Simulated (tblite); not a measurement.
Parent: `[CH2:1]=[C:2]1[CH2:3][O:4][CH2:5][CH2:6][SiH2:7]1` with C1–C2–C3–O4 129°, C2–C3–O4–C5 70°, C3–O4–C5–C6 -75°, O4–C5–C6–Si7 56°, C5H10OSi.

Structures optimised with GFN2-xTB, isolated species. One conformer each, not checked by frequencies here.

```tsv
coordinate of the parent	value
C1=C2	1.325 Å
C2–C3	1.508 Å
C3–O4	1.411 Å
O4–C5	1.408 Å
C5–C6	1.530 Å
C6–Si7	1.903 Å
C2–Si7	1.886 Å
C1–C2–C3	121.2°
C1–C2–Si7	125.2°
C3–C2–Si7	113.6°
C2–C3–O4	113.9°
C3–O4–C5	114.9°
O4–C5–C6	113.7°
C5–C6–Si7	109.7°
C2–Si7–C6	102.3°
```

How does the shared frame change in `[CH2:1]=[C:2]1[CH2:3][O:4][C@@H:5]([CH2:6][OH:7])[CH2:8][SiH2:9]1` with O4–C5–C6–O7 -59°, C5–C6–O7–H 50°, C1–C2–C3–O4 129°, C2–C3–O4–C5 70°, C3–O4–C5–C6 163°, O4–C5–C8–Si9 56°, C6H12O2Si? Atoms pair as C1 = C1, C2 = C2, C3 = C3, O4 = O4, C5 = C5, C6 = C8, Si7 = Si9 (parent first).

```
   parent   relative  value in the relative  change
    C1=C2      C1=C2                1.325 Å   0.000
    C2–C3      C2–C3                1.507 Å  -0.001
    C3–O4      C3–O4                1.410 Å  -0.001
    O4–C5      O4–C5                1.419 Å  +0.011
    C5–C6      C5–C8                1.528 Å  -0.002
   C6–Si7     C8–Si9                1.904 Å  +0.001
   C2–Si7     C2–Si9                1.887 Å  +0.001
 C1–C2–C3   C1–C2–C3                 121.2°     0.0
C1–C2–Si7  C1–C2–Si9                 125.4°    +0.2
C3–C2–Si7  C3–C2–Si9                 113.4°    -0.2
 C2–C3–O4   C2–C3–O4                 113.6°    -0.3
 C3–O4–C5   C3–O4–C5                 115.3°    +0.4
 O4–C5–C6   O4–C5–C8                 112.7°    -1.0
C5–C6–Si7  C5–C8–Si9                 109.8°    +0.1
C2–Si7–C6  C2–Si9–C8                 102.4°    +0.1
```

Of the parent's bonds, O4–C5 changes most (+0.011 Å). Bonds of the relative outside the shared frame: C5–C6 1.535, C6–O7 1.402 Å. Point group C1 → C1.

How does the shared frame change in `[CH2:1]=[C:2]1[CH2:3][O:4][C@@H:5]([C:6]([CH3:7])=[O:8])[CH2:9][SiH2:10]1` with O4–C5–C6–C7 22°, C1–C2–C3–O4 134°, C2–C3–O4–C5 69°, C3–O4–C5–C6 163°, O4–C5–C9–Si10 58°, C7H12O2Si? Atoms pair as C1 = C1, C2 = C2, C3 = C3, O4 = O4, C5 = C5, C6 = C9, Si7 = Si10 (parent first).

```csv
parent,relative,value in the relative,change
C1=C2,C1=C2,1.325 Å,0.000
C2–C3,C2–C3,1.508 Å,0.000
C3–O4,C3–O4,1.410 Å,-0.001
O4–C5,O4–C5,1.410 Å,+0.002
C5–C6,C5–C9,1.538 Å,+0.008
C6–Si7,C9–Si10,1.904 Å,+0.001
C2–Si7,C2–Si10,1.888 Å,+0.002
C1–C2–C3,C1–C2–C3,120.9°,-0.3
C1–C2–Si7,C1–C2–Si10,124.6°,-0.6
C3–C2–Si7,C3–C2–Si10,114.5°,+0.9
C2–C3–O4,C2–C3–O4,114.2°,+0.3
C3–O4–C5,C3–O4–C5,114.7°,-0.2
O4–C5–C6,O4–C5–C9,112.4°,-1.3
C5–C6–Si7,C5–C9–Si10,109.3°,-0.4
C2–Si7–C6,C2–Si10–C9,102.9°,+0.6
```

Of the parent's bonds, C5–C6 changes most (+0.008 Å). Bonds of the relative outside the shared frame: C5–C6 1.525, C6–C7 1.498, C6=O8 1.206 Å. Point group C1 → C1.

How does the shared frame change in `[CH2:1]=[CH:2][CH2:3][C@@H:4]1[CH2:5][SiH2:6][C:7](=[CH2:8])[CH2:9][O:10]1` with C1–C2–C3–C4 120°, C2–C3–C4–C5 -170°, C3–C4–C5–Si6 -175°, C4–C5–Si6–C7 36°, C5–Si6–C7–C8 145°, Si6–C7–C9–O10 49°, C8H14OSi? Atoms pair as C1 = C8, C2 = C7, C3 = C9, O4 = O10, C5 = C4, C6 = C5, Si7 = Si6 (parent first).

```csv
parent,relative,value in the relative,change
C1=C2,C8=C7,1.325 Å,0.000
C2–C3,C7–C9,1.507 Å,-0.001
C3–O4,C9–O10,1.408 Å,-0.003
O4–C5,O10–C4,1.415 Å,+0.007
C5–C6,C4–C5,1.532 Å,+0.002
C6–Si7,C5–Si6,1.902 Å,-0.001
C2–Si7,C7–Si6,1.886 Å,0.000
C1–C2–C3,C8–C7–C9,121.2°,0.0
C1–C2–Si7,C8–C7–Si6,125.3°,+0.1
C3–C2–Si7,C9–C7–Si6,113.4°,-0.2
C2–C3–O4,C7–C9–O10,113.6°,-0.3
C3–O4–C5,C9–O10–C4,115.4°,+0.5
O4–C5–C6,O10–C4–C5,112.0°,-1.7
C5–C6–Si7,C4–C5–Si6,110.1°,+0.4
C2–Si7–C6,C7–Si6–C5,102.7°,+0.4
```

Of the parent's bonds, O4–C5 changes most (+0.007 Å). Bonds of the relative outside the shared frame: C1=C2 1.320, C2–C3 1.494, C3–C4 1.538 Å. Point group C1 → C1.

How does the shared frame change in `[CH2:1]=[C:2]1[CH2:3][O:4][C@H:5]([CH:6]=[O:7])[CH2:8][SiH2:9]1` with O4–C5–C6–O7 -146°, C1–C2–C3–O4 127°, C2–C3–O4–C5 67°, C3–O4–C5–C6 59°, O4–C5–C8–Si9 55°, C6H10O2Si? Atoms pair as C1 = C1, C2 = C2, C3 = C3, O4 = O4, C5 = C5, C6 = C8, Si7 = Si9 (parent first).

```
   parent   relative  value in the relative  change
    C1=C2      C1=C2                1.325 Å   0.000
    C2–C3      C2–C3                1.506 Å  -0.002
    C3–O4      C3–O4                1.418 Å  +0.007
    O4–C5      O4–C5                1.412 Å  +0.004
    C5–C6      C5–C8                1.529 Å  -0.001
   C6–Si7     C8–Si9                1.903 Å   0.000
   C2–Si7     C2–Si9                1.888 Å  +0.002
 C1–C2–C3   C1–C2–C3                 121.0°    -0.2
C1–C2–Si7  C1–C2–Si9                 125.7°    +0.5
C3–C2–Si7  C3–C2–Si9                 113.3°    -0.3
 C2–C3–O4   C2–C3–O4                 114.4°    +0.5
 C3–O4–C5   C3–O4–C5                 115.7°    +0.8
 O4–C5–C6   O4–C5–C8                 114.7°    +1.0
C5–C6–Si7  C5–C8–Si9                 110.4°    +0.7
C2–Si7–C6  C2–Si9–C8                 101.0°    -1.3
```

Of the parent's bonds, C3–O4 changes most (+0.007 Å). Bonds of the relative outside the shared frame: C5–C6 1.515, C6=O7 1.198 Å. Point group C1 → C1.

How does the shared frame change in `[CH2:1]=[C:2]1[CH2:3][O:4][C@@H:5]([CH2:6][F:7])[CH2:8][SiH2:9]1` with O4–C5–C6–F7 -173°, C1–C2–C3–O4 129°, C2–C3–O4–C5 69°, C3–O4–C5–C6 164°, O4–C5–C8–Si9 58°, C6H11FOSi? Atoms pair as C1 = C1, C2 = C2, C3 = C3, O4 = O4, C5 = C5, C6 = C8, Si7 = Si9 (parent first).

```tsv
parent	relative	value in the relative	change
C1=C2	C1=C2	1.325 Å	0.000
C2–C3	C2–C3	1.508 Å	0.000
C3–O4	C3–O4	1.413 Å	+0.002
O4–C5	O4–C5	1.413 Å	+0.005
C5–C6	C5–C8	1.529 Å	-0.001
C6–Si7	C8–Si9	1.902 Å	-0.001
C2–Si7	C2–Si9	1.887 Å	+0.001
C1–C2–C3	C1–C2–C3	121.1°	-0.1
C1–C2–Si7	C1–C2–Si9	125.3°	+0.1
C3–C2–Si7	C3–C2–Si9	113.6°	0.0
C2–C3–O4	C2–C3–O4	113.8°	-0.1
C3–O4–C5	C3–O4–C5	115.0°	+0.1
O4–C5–C6	O4–C5–C8	112.9°	-0.8
C5–C6–Si7	C5–C8–Si9	109.7°	0.0
C2–Si7–C6	C2–Si9–C8	101.9°	-0.4
```

Of the parent's bonds, O4–C5 changes most (+0.005 Å). Bonds of the relative outside the shared frame: C5–C6 1.531, C6–F7 1.371 Å. Point group C1 → C1.

All values are computed, not measured.
